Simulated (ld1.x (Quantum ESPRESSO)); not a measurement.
fluorine (F), TM: configuration errors across variants

ld1.x (Quantum ESPRESSO) 7.5 input, shortened:

```
&input
   title='F', zed=9., rel=0, dft='PBE', iswitch=3,
   config='[He] 2s2 2p5 3d-2'
 /
 &inputp
   pseudotype=2, tm=.true., lloc=2,
   nlcc=.false.
 /
3
2S  1  0   2.00   0.00  0.85  0.85  0.0
2P  2  1   5.00   0.00  1.55  1.55  0.0
3D  3  2  -2.00   0.40  1.60  1.60  0.0
 &test
   configts(1)='2s2 2p5'
 /
```

All-electron excitation energies from the reference (eV): (1) 2s2 2p4 19.402; (2) 2s2 2p3 57.796; (3) 2s2 2p2 118.439; (4) 2s2 2p4.5 7.549; (5) 2s1 2p5 38.408; (6) 2s2 2p5.3 -2.673; (7) 2s2 2p1 204.237.

Errors AE − PS in meV (a dash: test not solved or not reliable):

| change | (1) | (2) | (3) | (4) | (5) | (6) | (7) | bound ghosts |
| --- | --- | --- | --- | --- | --- | --- | --- | --- |
| base | +34 | +297 | +1200 | +5.0 | -72 | +0.5 | +3396 | none |
| wave 3d channel at 0.4 Ry: rc 1.60 bohr becomes 3d channel at -0.17 Ry: rc 1.60 bohr | +34 | +297 | +1199 | +5.0 | -72 | +0.6 | +3393 | none |
| wave 3d channel at 0.4 Ry: rc 1.60 bohr becomes 3d channel at -0.1 Ry: rc 1.60 bohr | +34 | +297 | +1200 | +5.0 | -72 | +0.6 | +3395 | none |
| wave 3d channel at 0.4 Ry: rc 1.60 bohr becomes 3d channel at 0.03 Ry: rc 1.60 bohr | +34 | +297 | +1199 | +5.0 | -72 | +0.6 | +3394 | none |
| wave 3d channel at 0.4 Ry: rc 1.60 bohr becomes 3d channel at 0.26 Ry: rc 1.60 bohr | +34 | +297 | +1200 | +5.0 | -72 | +0.5 | +3397 | none |
| wave 3d channel at 0.4 Ry: rc 1.60 bohr becomes 3d channel at 0.71 Ry: rc 1.60 bohr | +34 | +297 | +1201 | +5.0 | -73 | +0.5 | +3399 | none |
| wave 3d channel at 0.4 Ry: rc 1.60 bohr becomes 3d channel at 1.38 Ry: rc 1.60 bohr | +33 | +296 | +1199 | +4.9 | -73 | +0.5 | +3400 | none |
| wave 3d channel at 0.4 Ry: rc 1.60 bohr becomes 3d channel at 1.96 Ry: rc 1.60 bohr | +33 | +294 | +1196 | +4.8 | -74 | +0.5 | +3397 | none |
| wave 3d channel at 0.4 Ry: rc 1.60 bohr becomes 3d channel at 3.91 Ry: rc 1.60 bohr | +30 | +284 | +1178 | +4.2 | -77 | +0.3 | +3377 | none |

Q: Give the same row for: wave 3d channel at 0.4 Ry: rc 1.60 bohr becomes 3d channel at 5.78 Ry: rc 1.60 bohr.

A: +27, +266, +1129, +3.7, -80, +0.2, +3292; bound ghosts: none.
